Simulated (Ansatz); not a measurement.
Frontier orbitals of CH$_{2}$BClO$_{2}$ (`OB1OC1Cl`).

| atom | x (Å) | y (Å) | z (Å) |
| --- | --- | --- | --- |
| O1 | 0.692 | -1.346 | 1.035 |
| B2 | 0.293 | -0.378 | 0.211 |
| O3 | 0.272 | -0.056 | -1.096 |
| C4 | -0.363 | 0.917 | -0.175 |
| Cl5 | -2.098 | 1.066 | -0.353 |
| H6 | 1.101 | -2.096 | 0.591 |
| H7 | 0.103 | 1.894 | -0.213 |

The species carries charge 0 and has multiplicity 1. The geometry is a stationary point of PBE0-D4/def2-TZVP. It is one conformer, not always the lowest. Basis def2-TZVPP, Ansatz 0.2.0.

| functional | HOMO (eV) | LUMO (eV) | gap (eV) |
| --- | --- | --- | --- |
| PBE | -6.50 | -0.84 | 5.66 |
| revPBE | -6.44 | -0.75 | 5.69 |
| r2SCAN | -6.77 | -0.51 | 6.26 |
| B97M-V | -6.85 | -0.52 | 6.33 |
| PBE0 | -7.89 | 0.11 | 8.00 |
| r2SCAN0 | -8.07 | 0.40 | 8.47 |
| HSE06 (plane-wave form) | -7.49 | -0.26 | 7.23 |
| BHLYP | -9.19 | 0.75 | 9.94 |
| ωB97M-V | -10.16 | 1.55 | 11.71 |

From PBE to PBE0 the HOMO moves by −1.39 eV and the LUMO by +0.95 eV, and with ωB97M-V by −3.66 and +2.40 eV, so the gap grows from 5.66 to 11.71 eV with exact exchange. A positive LUMO is unbound and depends on the basis.
